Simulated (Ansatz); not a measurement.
Input for Ansatz (a first-principles code): R-SVWN5/def2-TZVPP on HF (SMILES F).

Ansatz 0.2 input:
```yaml
crystal:
  periodic: [false, false, false]
  atoms:
    - {symbol: F, position_ang: [-0.00000000, 0.00000000, 0.46222970]}
    - {symbol: H, position_ang: [0.00000000, -0.00000000, -0.46222970]}
basis:
  gaussian:
    orbitals: def2-TZVPP
hamiltonian:
  xc: {name: SVWN5}
scf: {lower_state_search: off}
```

Question: Give the final energy of this run.

Answer: -99.8426 hartree.
